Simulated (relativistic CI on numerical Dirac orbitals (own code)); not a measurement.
# Bi⁵⁰⁺: q coefficients and field-shift factors

Calculated at this level of theory: Dirac-Coulomb-Breit CI, separate exchange-only KLI orbitals for each configuration, derivatives by finite differences, unscaled Slater integrals, QED left out (own radial code, finite nucleus).

CI space (outside the closed core [Ar] 3d10): 4s2.4p3, 4s.4p4, 4s2.4p2.4d, 4p5, 4s2.4p.4d2, 4s2.4p2.4f, 4s.4p3.4d, 4s.4p3.4f. Levels of other configurations are missing.

With x = (α/α₀)² − 1 an excitation energy changes as ω = ω₀ + qx; K = 2q/ω₀ is the relative enhancement. Terms are leading LS components, so labels can repeat. The field-shift factor is F = δν/δ⟨r²⟩ for the transition from the lowest level.

Lowest level 4s2.4p3 2P°_3/2.

```csv
Level,ω₀ (cm⁻¹),q (cm⁻¹),K,F (GHz/fm²)
4s2.4p3 4S°_3/2,1362630,1.835e+06,2.69,-482
4s2.4p3 2D°_5/2,1415537,1.833e+06,2.59,-483
4s2.4p3 2P°_1/2,1483476,1.837e+06,2.48,-482
4s2.4p2.4d 2D_3/2,1528002,80880,0.106,12.1
4s2.4p2.4d 2D_5/2,1894542,433900,0.458,-70
4s.4p4 4P_5/2,2388868,2.018e+06,1.69,-5300
4s.4p4 2S_1/2,2541055,2.055e+06,1.62,-5280
4s.4p4 2P_3/2,2558591,2.039e+06,1.59,-5010
4s2.4p3 2P°_3/2,2855708,3.673e+06,2.57,-995
4s2.4p2.4d 4F_5/2,2883112,1.909e+06,1.32,-451
4s2.4p2.4d 4D_1/2,2891522,1.913e+06,1.32,-465
4s2.4p2.4d 4F_3/2,2891898,1.919e+06,1.33,-546
4s2.4p2.4d 2G_7/2,2937681,1.911e+06,1.3,-441
4s2.4p2.4d 2D_5/2,3095231,1.919e+06,1.24,-525
4s2.4p2.4d 2D_3/2,3118672,1.94e+06,1.24,-909
4s2.4p2.4d 2P_1/2,3124929,1.937e+06,1.24,-688
4s2.4p2.4d 4D_7/2,3179769,2.218e+06,1.39,-427
4s2.4p2.4d 2G_9/2,3240325,2.219e+06,1.37,-430
4s2.4p2.4d 2P_3/2,3243316,2.288e+06,1.41,-680
4s2.4p2.4d 2F_5/2,3262793,2.269e+06,1.39,-594
4s2.4p2.4d 2F_7/2,3385255,2.239e+06,1.32,-437
4s2.4p2.4d 2D_5/2,3386339,2.215e+06,1.31,-546
4s2.4p2.4d 2D_3/2,3412122,2.244e+06,1.32,-500
```

At this charge energies of transitions that change n are usually good to better than 1 %, and those within a shell (Δn = 0) to a few per cent.
